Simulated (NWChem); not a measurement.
All runs are NWChem calculations. System: H2OPb, charge 0, spin multiplicity 1, at a geometry optimised with PBE0/def2-SVP with def2 effective core potentials on Pb. The structure started from a generated list of species. Level: B3LYP/def2-SVPD with def2 effective core potentials on Pb, VWN1-RPA local correlation.

The NWChem input:

```
start mol
memory heap 200 mb stack 900 mb global 1100 mb
geometry units angstroms nocenter noautoz
  Pb     0.125448     0.169469     0.000000
  H      1.552323    -1.054641     0.000000
  O     -1.357897    -1.328427     0.000000
  H     -0.975915    -2.214391     0.000000
  symmetry group Cs
end
basis spherical
  * library def2-svpd
end
ecp
  Pb library def2-ecp
end
dft
  xc b3lyp
  semidirect memsize 60000000 filesize 0
  iterations 100
end
task dft energy
```

NWChem printed:

```
             Northwest Computational Chemistry Package (NWChem) 7.3.0
             --------------------------------------------------------

                                NWChem Input Module
                                -------------------

 Scaling coordinates for geometry "geometry" by  1.889725989
 (inverse scale =  0.529177249)

 Turning off AUTOSYM since
 SYMMETRY directive was detected!

                             Geometry "geometry" -> ""
                             -------------------------

 Output coordinates in angstroms (scale by  1.889725989 to convert to a.u.)

  No.       Tag          Charge          X              Y              Z
 ---- ---------------- ---------- -------------- -------------- --------------
    1 Pb                  82.0000     0.12544800     0.16946900     0.00000000
    2 H                    1.0000     1.55232300    -1.05464100     0.00000000
    3 O                    8.0000    -1.35789700    -1.32842700     0.00000000
    4 H                    1.0000    -0.97591500    -2.21439100     0.00000000

 Effective nuclear repulsion energy (a.u.)     210.3029983910

            Nuclear Dipole moment (a.u.)
            ----------------------------
        X                 Y               Z
 ---------------- ---------------- ----------------
    -0.0000604712     0.0000188973     0.0000000000

      Symmetry information
      --------------------

 Group name             Cs
 Group number              2
 Group order               2
 No. of unique centers     4

      Symmetry unique atoms

     1    2    3    4


 Summary of "ao basis" -> "" (spherical)
 ------------------------------------------------------------------------------
       Tag                 Description            Shells   Functions and Types
 ---------------- ------------------------------  ------  ---------------------
 *                         def2-svpd                  on all atoms

                                 NWChem DFT Module
                                 -----------------

 Summary of "ao basis" -> "ao basis" (spherical)
 ------------------------------------------------------------------------------
       Tag                 Description            Shells   Functions and Types
 ---------------- ------------------------------  ------  ---------------------
 Pb                        def2-svpd                12       32   5s4p3d
 H                         def2-svpd                 4        8   2s2p
 O                         def2-svpd                 9       23   4s3p2d

 Summary of "ao basis" -> "ao basis" (spherical)
 ------------------------------------------------------------------------------
       Tag                 Description            Shells   Functions and Types
 ---------------- ------------------------------  ------  ---------------------
 Pb                        def2-svpd                12       32   5s4p3d
 H                         def2-svpd                 4        8   2s2p
 O                         def2-svpd                 9       23   4s3p2d

      Symmetry analysis of basis
      --------------------------

        a'         50
        a"         21

            General Information
            -------------------
          SCF calculation type: DFT
          Wavefunction type:  closed shell.
          No. of atoms     :     4
          No. of electrons :    32
           Alpha electrons :    16
            Beta electrons :    16
          Charge           :     0
          Spin multiplicity:     1
          Use of symmetry is: on ; symmetry adaption is: on
          Maximum number of iterations: 100
          AO basis - number of functions:    71
                     number of shells:    29
          Convergence on energy requested:  1.00D-06
          Convergence on density requested:  1.00D-05
          Convergence on gradient requested:  5.00D-04

              XC Information
              --------------
                         B3LYP Method XC Potential
                     Hartree-Fock (Exact) Exchange  0.200
                        Slater Exchange Functional  0.800 local
                    Becke 1988 Exchange Functional  0.720 non-local
              Lee-Yang-Parr Correlation Functional  0.810
                  VWN I RPA Correlation Functional  0.190 local

             Grid Information
             ----------------
          Grid used for XC integration:  medium
          Radial quadrature: Mura-Knowles
          Angular quadrature: Lebedev.
          Tag              B.-S. Rad. Rad. Pts. Rad. Cut. Ang. Pts.
          ---              ---------- --------- --------- ---------
          Pb                  1.80      123          10.0       590
          H                   0.35       45          11.0       434
          O                   0.60       49          11.0       434
          Grid pruning is: on
          Number of quadrature shells:   262
          Spatial weights used:  Erf1

          Convergence Information
          -----------------------
          Convergence aids based upon iterative change in
          total energy or number of iterations.
          Levelshifting, if invoked, occurs when the
          HOMO/LUMO gap drops below (HL_TOL):  1.00D-02
          DIIS, if invoked, will attempt to extrapolate
          using up to (NFOCK): 10 stored Fock matrices.

                    Damping( 0%)  Levelshifting(0.5)       DIIS
                  --------------- ------------------- ---------------
          dE  on:    start            ASAP                start
          dE off:    2 iters        100 iters           100 iters

      Screening Tolerance Information
      -------------------------------
          Density screening/tol_rho:  1.00D-10
          AO Gaussian exp screening on grid/accAOfunc:  14
          CD Gaussian exp screening on grid/accCDfunc:  20
          XC Gaussian exp screening on grid/accXCfunc:  20
          Schwarz screening/accCoul:  1.00D-08

      Superposition of Atomic Density Guess
      -------------------------------------

 Sum of atomic energies:        -295.05267758

      Non-variational initial energy
      ------------------------------

 Total energy =    -267.497765
 1-e energy   =    -560.774176
 2-e energy   =     232.444104
 HOMO         =      -0.252568
 LUMO         =      -0.056739

      Symmetry analysis of molecular orbitals - initial
      -------------------------------------------------

  Numbering of irreducible representations:

     1 a'          2 a"

  Orbital symmetries:

     1 a'          2 a'          3 a'          4 a'          5 a"
     6 a'          7 a'          8 a'          9 a"         10 a'
    11 a"         12 a'         13 a'         14 a"         15 a'
    16 a'         17 a"         18 a'         19 a'         20 a'
    21 a'         22 a'         23 a"         24 a"         25 a'
    26 a'

------------------------------------------------------------
EAF file 0: "./mol.aoints.0" size=524288 bytes
------------------------------------------------------------
               write      read    awrite     aread      wait
               -----      ----    ------     -----      ----
     calls:        1         0         0         0         0
   data(b): 5.24e+05  0.00e+00  0.00e+00  0.00e+00
   time(s): 0.00e+00  0.00e+00  0.00e+00  0.00e+00  0.00e+00
rate(mb/s): 0.00e+00  0.00e+00
------------------------------------------------------------

   convergence    iter        energy       DeltaE   RMS-Dens  Diis-err    time
 ---------------- ----- ----------------- --------- --------- ---------  ------
 d= 0,ls=0.0,diis     1   -269.2132552388 -3.30D+02  4.57D-02  7.00D-01     0.5
 d= 0,ls=0.0,diis     2   -267.9135726249  1.30D+00  2.59D-02  1.02D+01     0.6
 d= 0,ls=0.0,diis     3   -269.3079967717 -1.39D+00  2.66D-03  1.25D-02     0.7
 d= 0,ls=0.0,diis     4   -269.3098586755 -1.86D-03  7.72D-04  2.82D-03     0.7
 d= 0,ls=0.0,diis     5   -269.3102614015 -4.03D-04  1.97D-04  1.00D-04     0.8
  Resetting Diis
 d= 0,ls=0.0,diis     6   -269.3102764695 -1.51D-05  7.80D-05  1.51D-05     0.9
 d= 0,ls=0.0,diis     7   -269.3102791245 -2.66D-06  1.38D-05  1.81D-07     0.9
 d= 0,ls=0.0,diis     8   -269.3102790486  7.59D-08  8.20D-06  9.09D-07     1.0

         Total DFT energy =     -269.310279048577
      One electron energy =     -562.350617811592
           Coulomb energy =      257.628178962995
    Exchange-Corr. energy =      -25.420146989294
 Nuclear repulsion energy =       60.832306789314

 Numeric. integr. density =       31.999982853640

     Total iterative time =      0.8s

                  Occupations of the irreducible representations
                  ----------------------------------------------

                     irrep           alpha         beta
                     --------     --------     --------
                     a'               12.0         12.0
                     a"                4.0          4.0

                       DFT Final Molecular Orbital Analysis
                       ------------------------------------

 Vector   14  Occ=2.000000D+00  E=-3.001094D-01  Symmetry=a'
              MO Center= -9.3D-01, -1.0D+00,  3.5D-15, r^2= 2.3D+00
   Bfn.  Coefficient  Atom+Function         Bfn.  Coefficient  Atom+Function
  ----- ------------  ---------------      ----- ------------  ---------------
    45      0.537505  3 O  px                48      0.366773  3 O  px
    12     -0.190620  1 Pb px                13     -0.166563  1 Pb py
    44     -0.161919  3 O  s                  3     -0.159962  1 Pb s
    46      0.156701  3 O  py                18     -0.119082  1 Pb d -2
     4     -0.114817  1 Pb s                 49      0.113824  3 O  py

 Vector   15  Occ=2.000000D+00  E=-2.982281D-01  Symmetry=a"
              MO Center= -1.2D+00, -1.3D+00,  1.3D-15, r^2= 1.1D+00
   Bfn.  Coefficient  Atom+Function         Bfn.  Coefficient  Atom+Function
  ----- ------------  ---------------      ----- ------------  ---------------
    47      0.595549  3 O  pz                50      0.415739  3 O  pz
    14      0.147179  1 Pb pz                53      0.130132  3 O  pz
    19      0.061826  1 Pb d -1              21     -0.056440  1 Pb d  1
    11     -0.052655  1 Pb pz                 8     -0.051745  1 Pb pz
    17      0.040567  1 Pb pz                62     -0.033369  3 O  d  1

 Vector   16  Occ=2.000000D+00  E=-2.529153D-01  Symmetry=a'
              MO Center=  6.6D-01, -2.3D-01,  2.3D-14, r^2= 3.2D+00
   Bfn.  Coefficient  Atom+Function         Bfn.  Coefficient  Atom+Function
  ----- ------------  ---------------      ----- ------------  ---------------
    33     -0.371633  2 H  s                  3      0.342144  1 Pb s
    13      0.321995  1 Pb py                 4      0.248977  1 Pb s
    34     -0.248869  2 H  s                  1     -0.225845  1 Pb s
    12     -0.217879  1 Pb px                16      0.191945  1 Pb py
    15     -0.173984  1 Pb px                44     -0.124134  3 O  s

 Vector   17  Occ=0.000000D+00  E=-1.026795D-01  Symmetry=a"
              MO Center=  1.6D-01,  1.7D-01, -1.2D-13, r^2= 3.7D+00
   Bfn.  Coefficient  Atom+Function         Bfn.  Coefficient  Atom+Function
  ----- ------------  ---------------      ----- ------------  ---------------
    17      0.618471  1 Pb pz                14      0.540639  1 Pb pz
    47     -0.196945  3 O  pz                11     -0.187645  1 Pb pz
     8     -0.182188  1 Pb pz                50     -0.154838  3 O  pz
    53     -0.074626  3 O  pz                21      0.034396  1 Pb d  1
    29      0.025682  1 Pb d -1              31     -0.025639  1 Pb d  1

 Vector   18  Occ=0.000000D+00  E=-2.837853D-02  Symmetry=a'
              MO Center=  1.3D-01, -6.1D-02, -2.1D-16, r^2= 6.1D+00
   Bfn.  Coefficient  Atom+Function         Bfn.  Coefficient  Atom+Function
  ----- ------------  ---------------      ----- ------------  ---------------
    15      0.709235  1 Pb px                16      0.546045  1 Pb py
     4     -0.491602  1 Pb s                 52      0.357461  3 O  py
    12      0.338298  1 Pb px                51      0.232728  3 O  px
    43      0.214887  3 O  s                 13      0.198840  1 Pb py
    65      0.190725  4 H  s                 28      0.175993  1 Pb d -2

 Vector   19  Occ=0.000000D+00  E=-4.026967D-03  Symmetry=a'
              MO Center=  2.4D-01,  6.9D-01,  4.3D-15, r^2= 9.3D+00
   Bfn.  Coefficient  Atom+Function         Bfn.  Coefficient  Atom+Function
  ----- ------------  ---------------      ----- ------------  ---------------
     5      1.858463  1 Pb s                 44     -1.119675  3 O  s
     4     -0.767847  1 Pb s                 15     -0.378100  1 Pb px
     3     -0.371537  1 Pb s                 65      0.349198  4 H  s
     1      0.239382  1 Pb s                 30     -0.213715  1 Pb d  0
    51     -0.177272  3 O  px                13      0.166957  1 Pb py

 center of mass
 --------------
 x =   0.04140681 y =   0.08949869 z =   0.00000000

 moments of inertia (a.u.)
 ------------------
         141.969506475029        -119.872328674336           0.000000000000
        -119.872328674336         128.721361885448           0.000000000000
           0.000000000000           0.000000000000         270.690868360476

     Multipole analysis of the density
     ---------------------------------

     L   x y z        total         alpha         beta         nuclear
     -   - - -        -----         -----         ----         -------
     0   0 0 0     -0.000000    -16.000000    -16.000000     32.000000

     1   1 0 0      0.593859      7.408830      7.408830    -14.223801
     1   0 1 0      0.619147      9.917063      9.917063    -19.214980
     1   0 0 1     -0.000000     -0.000000     -0.000000      0.000000

     2   2 0 0    -30.836366    -48.378052    -48.378052     65.919738
     2   1 1 0     -0.206921    -27.640938    -27.640938     55.074955
     2   1 0 1      0.000000      0.000000      0.000000      0.000000
     2   0 2 0    -25.493747    -49.824120    -49.824120     74.154493
     2   0 1 1     -0.000000     -0.000000     -0.000000      0.000000
     2   0 0 2    -23.688073    -11.844036    -11.844036      0.000000

 Task  times  cpu:        1.0s     wall:        1.0s

 Total times  cpu:        1.0s     wall:        1.0s
```
